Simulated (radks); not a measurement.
Q: The mean radii <r> (bohr) of the occupied orbitals of an atom or ion are listed with their occupations. Method: Dirac Kohn-Sham, PBEsol, spin-unpolarised, spherical densities, point nucleus; computed with a radial shooting solver on a logarithmic mesh with Libxc functionals.

orbital  occ.      <r>
1s1/2       2  0.04248
2s1/2       1   0.1738

Name the element and its charge. Open shells, if any, fill j = l - 1/2 first.

A: Z = 35, bromine, charge +32: Br32+ in [He] 2s1. The 1s radius gives Z: for a bare nucleus <r> = (2 gamma + 1)/(2Z) with gamma = sqrt(1 - (Z/c)^2), 0.04191 bohr for Z = 35, and screening makes it slightly larger (0.04248 here). The occupations add up to 3, and the charge is Z minus that.
